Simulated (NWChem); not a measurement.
# Basis-set dependence for Sb

SMILES: [Sb]
```xyz
1

Sb     0.0000     0.0000     0.0000
```
Charge 0, spin multiplicity 4.

The numbers come from NWChem runs, not from measurements.

Hartree-Fock energies in Ha, correlation energies in mHa.

Effective core potentials replace the inner electrons of Sb; spin-orbit coupling is left out. The correlated methods keep 4 core orbitals frozen. The stability of the SCF solutions was not checked. Open-shell Hartree-Fock references start from PBE0 orbitals. No row is a measurement; the coupled-cluster row has its own basis-set and correlation limits.

```csv
basis,functions,UHF,UMP2,SCS-UMP2,CCSD on ROHF,CCSD[T] on ROHF,CCSD(T) on ROHF,CCSD on UHF,CCSD[T] on UHF,CCSD(T) on UHF
def2-SVP,26,-239.27335,-65.3,-60.8,-79.4,-80.7,-80.7,-77.9,-79.1,-79.1
def2-TZVP,50,-239.27727,-285.4,-249.8,-280.8,-287.6,-287.3,-279.1,-285.5,-285.1
def2-QZVP,82,-239.27798,-519.5,-450.6,-483.8,-494.8,-494.6,not run,not run,not run
```

From def2-TZVP to def2-QZVP the Hartree-Fock energy moves by -0.7 mHa and the UMP2 correlation energy by -234.1 mHa, which is 45 % of its value in the larger set.
